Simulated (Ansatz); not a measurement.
Start from `FC(F)(F)C1=CC(C(F)(F)F)=[O+][Zn-]([Cl])[O]1` and change one atom or group to get `FC(F)(F)C1=CC(C(F)(F)F)=[O+][B-](Cl)(Cl)O1`.

Ansatz, PBE0-D4/def2-TZVP geometries, multiplicity 1. 

Scalar relativity is left out up to krypton.

```tsv
property	`FC(F)(F)C1=CC(C(F)(F)F)=[O+][Zn-]([Cl])[O]1`
HOMO–LUMO gap (ωB97M-V/def2-TZVPP) / eV	9.45
HOMO energy (PBE0/def2-TZVPP) / eV	-8.61
HOMO energy (B3LYP/def2-TZVPP) / eV	-8.39
HOMO energy (PBE/def2-TZVPP) / eV	-7.23
LUMO energy (B3LYP/def2-TZVPP) / eV	-3.61
LUMO energy (PBE/def2-TZVPP) / eV	-4.18
```

Q: Give the same properties after the change, and the shifts. (Best estimate.)

A: The calculation gave: 
```csv
property,`FC(F)(F)C1=CC(C(F)(F)F)=[O+][B-](Cl)(Cl)O1`,shift
HOMO–LUMO gap (ωB97M-V/def2-TZVPP) / eV,8.73,-0.72
HOMO energy (PBE0/def2-TZVPP) / eV,-8.48,0.13
HOMO energy (B3LYP/def2-TZVPP) / eV,-8.21,0.18
HOMO energy (PBE/def2-TZVPP) / eV,-7.12,0.11
LUMO energy (B3LYP/def2-TZVPP) / eV,-4.30,-0.69
LUMO energy (PBE/def2-TZVPP) / eV,-4.80,-0.62
```

With PBE0 the HOMO rises by 0.13 eV and the LUMO falls by 0.71 eV, so the gap narrows by about 0.84 eV. PBE moves the HOMO by 0.11 eV and ωB97M-V by 0.01 eV.

B3LYP here is the variant with VWN-RPA as its local correlation; programs differ in this.
